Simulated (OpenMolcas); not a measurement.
# Mn3+, Tc3+, Re3+: d4 down the group

```yaml
Program: OpenMolcas
Method: RASSCF
Basis: ANO-R2
Scalar_Hamiltonian: X2C, finite nucleus
Spin-orbit_coupling: RASSI with atomic mean-field integrals over the reference wave functions, term energies averaged over their components
```

Active space for each ion: 10 electrons in 8 orbitals (RAS1 p, at most 2 holes; RAS2 d).

Computed levels in cm-1 above 5D0:

| Level | Mn3+ | Tc3+ | Re3+ |
| --- | --- | --- | --- |
| 5D1 | 104 | 350 | 2875 |
| 5D2 | 308 | 962 | 5801 |
| 5D3 | 602 | 1756 | 8386 |
| 5D4 | 976 | 2675 | 10544 |
| 3P0(1) | 22194 | 16106 | 17030 |
| 3P1(1) | 22812 | 17965 | 23226 |
| 3P2(1) | 23910 | 20652 | 29271 |
| 3H4 | 25640 | 19150 | 20190 |
| 3H5 | 25870 | 20078 | 24667 |
| weight of 5D in the lowest level (%) | 100 | 98 | 74 |

Mixed levels, with the weight of the term that names them: Re3+ 5D0 (74 %), Re3+ 3P0(1) (61 %), Re3+ 3P2(1) (64 %), Re3+ 3H4 (57 %).

Measured, with the error of the calculation in %. Measured levels: Mn3+ from Corliss and Sugar, J. Phys. Chem. Ref. Data 6, 1253 (1977); Re3+ from the list in Brasseur, Gamrath and Quinet, At. Data Nucl. Data Tables 157, 101636 (2024).

```
 Level           Mn3+           Re3+
   5D1    99.0 (+5.4)    3084 (-6.8)
   5D2     287 (+7.3)    5979 (-3.0)
   5D3     552 (+8.9)    8350 (+0.4)
   5D4    886 (+10.2)   10121 (+4.2)
3P0(1)   20654 (+7.5)               
3P1(1)   21279 (+7.2)  19340 (+20.1)
3P2(1)   22325 (+7.1)               
   3H4  21281 (+20.5)  16946 (+19.1)
   3H5  21475 (+20.5)  20930 (+17.9)
```

The fine-structure level 5D4 changes by a factor of 10.8 from Mn3+ to Re3+.

Without spin-orbit coupling 3P(1) lies 22742, 17421, 16893 cm-1 above 5D in that order; the difference to the level 3P0(1), of either sign, comes from spin-orbit coupling, which also lowers the zero.

Without dynamic correlation excited terms often stand tens of per cent too high (terms of higher spin than the ground term too low), and those without a measured partner can miss by more than the paired ones. Active for correlation alone: 3p; no level in the range computed is led by a configuration that opens it, so any true level of that kind is missing (holds for Mn3+). Active for correlation alone: 4p; no level in the range computed is led by a configuration that opens it, so any true level of that kind is missing (holds for Tc3+). Active for correlation alone: 5p; no level in the range computed is led by a configuration that opens it, so any true level of that kind is missing (holds for Re3+). Measured partners are found by configuration, term and J. A level has none where our copy of the source lacks it or the pairing is in doubt (some pairs that miss far off the trend of their configuration count as doubtful), and it then counts in no deviation. Levels of configurations outside the active space are missing.

A number in round brackets counts repeated terms of one configuration in the order of the reference energies.
